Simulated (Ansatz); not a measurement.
Born–Oppenheimer molecular dynamics of AlCl$_{2}$FH$_{2}$O (7 atoms, charge 0, multiplicity 1). It starts at the highest image of a converged band. Of that band: Beside the main top the profile has a ripple of under 15 meV (maxima at images 1, 5), which may be a very shallow well or noise. A structure lower than the first end lies on the path between it and the top, so the climb from that side starts below the end, which may itself be a saddle point or a shallow side well. A vibrational analysis at the climbing image gives one clearly imaginary mode, 543i cm⁻¹: a first-order saddle point.

Theory: Ansatz 0.2.0, RKS B3LYP-D4/def2-SVP.

```json
{"ensemble": "NVE (velocity Verlet)", "time step": "0.5 fs", "steps asked": "200", "starting velocities drawn for": "100 K", "seed": "9439"}
```

Frames 2.5 fs apart, positions in Å, forces in eV/Å.

Velocities at 20 fs (Å/ps):

```
Al -0.22 4.19 -2.89
Cl 0.10 -1.90 1.49
O -1.45 -0.56 1.50
H 0.03 -8.87 12.90
Cl 0.02 -1.14 0.30
F 1.30 0.73 -2.43
H 0.25 -1.32 23.61
```

```xyz
7
Properties=species:S:1:pos:R:3:forces:R:3 time_fs=20 energy_less_start_eV=-0.039 T=160
Al -0.044 0.324 -0.039 -0.08 0.50 -0.21
Cl -0.165 -0.024 2.337 -0.09 -0.64 0.70
O 1.508 -0.133 -0.527 0.01 0.00 0.06
H 1.751 -0.965 -0.934 0.06 -0.10 -0.11
Cl -1.811 -0.394 -0.940 0.15 0.07 0.13
F -0.075 1.944 0.588 -0.06 -0.06 -0.48
H -0.123 1.273 2.016 0.01 0.22 -0.09
7
Properties=species:S:1:pos:R:3:forces:R:3 time_fs=22.5 energy_less_start_eV=-0.047 T=172
Al -0.045 0.335 -0.046 -0.13 0.51 -0.15
Cl -0.165 -0.029 2.342 -0.09 -0.50 0.67
O 1.504 -0.134 -0.523 0.19 -0.37 -0.12
H 1.752 -0.986 -0.903 -0.05 0.25 0.04
Cl -1.811 -0.397 -0.939 0.15 0.07 0.13
F -0.072 1.946 0.581 -0.07 -0.02 -0.46
H -0.122 1.275 2.072 0.01 0.07 -0.11
7
Properties=species:S:1:pos:R:3:forces:R:3 time_fs=25 energy_less_start_eV=-0.056 T=186
Al -0.046 0.347 -0.054 -0.13 0.41 -0.12
Cl -0.165 -0.035 2.347 -0.09 -0.23 0.60
O 1.502 -0.137 -0.520 0.15 -0.17 -0.04
H 1.750 -0.995 -0.872 0.01 0.05 -0.06
Cl -1.811 -0.399 -0.938 0.15 0.08 0.13
F -0.069 1.948 0.572 -0.08 0.06 -0.42
H -0.121 1.281 2.122 0.01 -0.20 -0.10
7
Properties=species:S:1:pos:R:3:forces:R:3 time_fs=27.5 energy_less_start_eV=-0.065 T=200
Al -0.047 0.360 -0.062 -0.09 0.26 -0.13
Cl -0.165 -0.042 2.354 -0.09 -0.16 0.56
O 1.499 -0.141 -0.516 0.05 0.09 0.07
H 1.750 -1.002 -0.844 0.08 -0.20 -0.16
Cl -1.810 -0.402 -0.937 0.14 0.09 0.13
F -0.066 1.950 0.563 -0.10 0.17 -0.37
H -0.119 1.276 2.166 0.00 -0.26 -0.09
7
Properties=species:S:1:pos:R:3:forces:R:3 time_fs=30 energy_less_start_eV=-0.076 T=218
Al -0.048 0.373 -0.070 -0.03 0.07 -0.18
Cl -0.165 -0.049 2.361 -0.09 -0.39 0.54
O 1.497 -0.144 -0.513 0.13 -0.22 -0.05
H 1.752 -1.018 -0.824 -0.04 0.14 -0.03
Cl -1.809 -0.404 -0.935 0.13 0.10 0.13
F -0.064 1.952 0.552 -0.11 0.28 -0.32
H -0.116 1.256 2.205 0.01 0.02 -0.09
7
Properties=species:S:1:pos:R:3:forces:R:3 time_fs=32.5 energy_less_start_eV=-0.083 T=228
Al -0.050 0.387 -0.079 0.06 -0.17 -0.23
Cl -0.166 -0.056 2.369 -0.10 -0.60 0.49
O 1.496 -0.148 -0.510 0.09 -0.22 -0.04
H 1.753 -1.027 -0.807 -0.07 0.18 -0.02
Cl -1.808 -0.406 -0.933 0.12 0.11 0.12
F -0.062 1.955 0.540 -0.12 0.41 -0.24
H -0.113 1.238 2.238 0.02 0.28 -0.08
7
Properties=species:S:1:pos:R:3:forces:R:3 time_fs=35 energy_less_start_eV=-0.090 T=240
Al -0.051 0.401 -0.088 0.16 -0.42 -0.27
Cl -0.167 -0.065 2.379 -0.09 -0.39 0.40
O 1.494 -0.153 -0.506 -0.10 0.22 0.11
H 1.750 -1.028 -0.792 0.04 -0.20 -0.15
Cl -1.807 -0.408 -0.931 0.10 0.12 0.11
F -0.060 1.960 0.527 -0.12 0.55 -0.15
H -0.109 1.235 2.267 0.02 0.12 -0.05
7
Properties=species:S:1:pos:R:3:forces:R:3 time_fs=37.5 energy_less_start_eV=-0.096 T=248
Al -0.052 0.413 -0.098 0.23 -0.62 -0.26
Cl -0.167 -0.074 2.388 -0.07 0.01 0.30
O 1.492 -0.157 -0.503 -0.08 0.08 0.05
H 1.748 -1.037 -0.785 -0.03 -0.02 -0.08
Cl -1.805 -0.410 -0.929 0.08 0.13 0.10
F -0.059 1.966 0.514 -0.13 0.64 -0.07
H -0.103 1.237 2.293 0.00 -0.23 -0.03
7
Properties=species:S:1:pos:R:3:forces:R:3 time_fs=40 energy_less_start_eV=-0.100 T=255
Al -0.053 0.424 -0.109 0.27 -0.71 -0.23
Cl -0.168 -0.083 2.399 -0.06 0.09 0.23
O 1.490 -0.161 -0.499 -0.01 -0.16 -0.04
H 1.744 -1.046 -0.783 -0.12 0.25 0.00
Cl -1.804 -0.412 -0.927 0.06 0.13 0.08
F -0.058 1.975 0.501 -0.13 0.64 -0.02
H -0.098 1.228 2.317 -0.01 -0.25 -0.02
7
Properties=species:S:1:pos:R:3:forces:R:3 time_fs=42.5 energy_less_start_eV=-0.107 T=265
Al -0.053 0.434 -0.120 0.29 -0.67 -0.17
Cl -0.169 -0.092 2.409 -0.08 -0.20 0.17
O 1.488 -0.165 -0.496 -0.11 0.19 0.06
H 1.734 -1.045 -0.782 -0.02 -0.09 -0.10
Cl -1.802 -0.413 -0.924 0.03 0.13 0.06
F -0.058 1.985 0.488 -0.12 0.54 -0.01
H -0.093 1.206 2.339 0.01 0.09 -0.02
7
Properties=species:S:1:pos:R:3:forces:R:3 time_fs=45 energy_less_start_eV=-0.110 T=270
Al -0.052 0.442 -0.131 0.26 -0.53 -0.06
Cl -0.170 -0.101 2.421 -0.08 -0.36 0.12
O 1.486 -0.168 -0.492 -0.08 0.25 0.06
H 1.722 -1.047 -0.786 0.00 -0.16 -0.12
Cl -1.800 -0.414 -0.922 0.00 0.12 0.04
F -0.058 1.997 0.474 -0.12 0.37 -0.02
H -0.087 1.188 2.361 0.02 0.31 -0.02
7
Properties=species:S:1:pos:R:3:forces:R:3 time_fs=47.5 energy_less_start_eV=-0.114 T=276
Al -0.051 0.449 -0.142 0.18 -0.34 0.09
Cl -0.172 -0.111 2.432 -0.06 -0.04 0.05
O 1.483 -0.171 -0.488 0.11 -0.16 -0.10
H 1.710 -1.056 -0.797 -0.09 0.23 0.01
Cl -1.798 -0.415 -0.919 -0.03 0.11 0.02
F -0.058 2.010 0.461 -0.11 0.16 -0.05
H -0.080 1.187 2.380 0.00 0.03 -0.02
```

Of the whole run (100 fs, mean temperature of the second half 166 K): The conserved energy stayed within 0.0068 meV per atom of its start (net change 0.00014 meV per atom), so the integration is sound. The kinetic energy rose, since the run started high on the potential surface and went downhill. It ends in pieces (AlClFHO + ClH), so much of that is their flight and rotation, not heat. A run of 0.1 ps of so small a system gives no equilibrium averages. The orbitals stay closed-shell, which can raise the energy where a bond breaks towards radicals; this wasn't checked here.

Run time: 6.6 min on 2 threads of Arm Neoverse V1 (shared host), peak memory 0.19 GiB.
